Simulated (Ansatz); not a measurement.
```yaml
crystal:
  periodic: [false, false, false]
  atoms:
    - {symbol: N, position_ang: [-0.351014, 1.232505, -1.289784]}
    - {symbol: Ta, position_ang: [0.021130, -0.011919, -0.090414]}
    - {symbol: O, position_ang: [1.902144, -0.397945, -0.202678]}
    - {symbol: O, position_ang: [-1.058408, -1.554663, -0.482868]}
    - {symbol: O, position_ang: [-0.386393, 0.604411, 1.670760]}
    - {symbol: H, position_ang: [-0.539720, 1.891973, -2.023649]}
    - {symbol: H, position_ang: [2.437403, -0.920450, 0.394610]}
    - {symbol: H, position_ang: [-1.194850, -2.336551, 0.052143]}
    - {symbol: H, position_ang: [-0.741793, 1.446238, 1.954779]}
basis:
  gaussian: {orbitals: def2-TZVPP}
magnetization: {spin_polarized: true, initial_magnetization: 2}
hamiltonian: {xc: {name: HF}}
correlation: {method: mp2, frozen_orbitals: {N: 9}}
```

```sh
$ ansatz run in.yaml --threads 4 --pin off --events-out ev --progress --plain --max-ram 10444MiB
```

How does Ansatz answer? (Estimate.)

Ansatz gave: The input was rejected before any iteration.
```
Functional definition: HF
Error: "frozen_orbitals" has no count for Ta
```
